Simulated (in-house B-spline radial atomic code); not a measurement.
In VIII (In7+): [Kr] 4d6

Level of theory: Dirac-Kohn-Sham B3LYP, spherical fractional occupations, exact exchange averaged over the configuration, Fermi nucleus of rms radius 4.6156 fm; calculated with a B-spline radial code for spherical atoms.

Z_r = [3n² - l(l+1)]/(2<r>); Z_e = n√(-2ε); the last column is Slater's effective charge. Values are occupation-weighted means over j. An effective charge above Z reflects the relativistic contraction of the inner shells.

```csv
shell,electrons,ε (eV),<r> (bohr),Z_r,Z_e,Slater
1s,2,-27928,0.02971,50.48,45.31,48.70
2s,2,-4300.4,0.1281,46.84,35.56,44.85
2p,6,-3875.8,0.112,44.65,33.76,44.85
3s,2,-918.31,0.3478,38.82,24.65,37.75
3p,6,-777.91,0.3462,36.11,22.68,37.75
3d,10,-557.82,0.3236,32.44,19.21,27.85
4s,2,-235.14,0.8273,29.01,16.63,21.25
4p,6,-191.04,0.8836,26.03,14.99,21.25
4d,6,-125.56,1.015,20.70,12.15,11.25
```

The least bound orbital is 4d5/2 at -125.1 eV, and it is also the most diffuse (<r> = 1.018 bohr).

Spin-orbit splittings of the orbital energies (j = l + 1/2 above j = l - 1/2 when positive): 2p 211.1 eV, 3p 38.46 eV, 3d 7.869 eV, 4p 7.348 eV, 4d 1.147 eV.

For the 1s electron the small component carries 3.23 % of the norm, the zero-frequency Breit interaction raises the level by 63.52 eV, self-energy by 35.81 eV, and vacuum polarisation lowers it by 4.64 eV.

The density falls to 0.001 bohr⁻³ at 2.448 bohr; Σ<r²> = 16.484 bohr² gives, by the non-relativistic formula and without the paramagnetism of open shells, a Langevin diamagnetic susceptibility of -13.05×10⁻⁶ cm³/mol.
